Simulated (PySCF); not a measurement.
F₃ORe, neutral, multiplicity 3. Atoms are numbered in the order given.

```xyz
5

Re     0.0308     0.0918     0.0000
O     -0.6758     1.6001     0.0000
F      0.5848    -0.3076     1.7333
F      0.5848    -0.3076    -1.7333
F     -0.8252    -1.5721     0.0000
```
Charge 0, spin multiplicity 3.

Geometry: PBE0-D3(BJ)/def2-SVP. The multiplicity is an assumed one; other spin states were not compared. The def2 effective core potentials stand for the cores of Re; spin–orbit coupling is left out.

The numbers are results of B3LYP/def2-TZVP (PySCF), not measurements.

Isolated molecule, no solvent.

Problem. Estimate the frontier levels, dipole moment and polarisability. (The exact figures need the calculation; the answer reports its results.)

Solution. 
```json
{
 "α spin, highest occupied and lowest empty level": "-7.83 and -3.35 eV",
 "β spin, highest occupied and lowest empty level": "-11.37 and -4.52 eV",
 "dipole_moment": "1.26 D",
 "quadrupole, principal values (traceless, Buckingham form, about the centre of nuclear charge)": "-3.26, -1.90, 5.16 D·Å",
 "mean_static_polarisability": "38.1 bohr³ (5.64 Å³)",
 "polarisability_principal_values": "32.6, 38.1, 43.6 bohr³",
 "⟨S²⟩": "2.007 (pure state 2.00)"
}
```
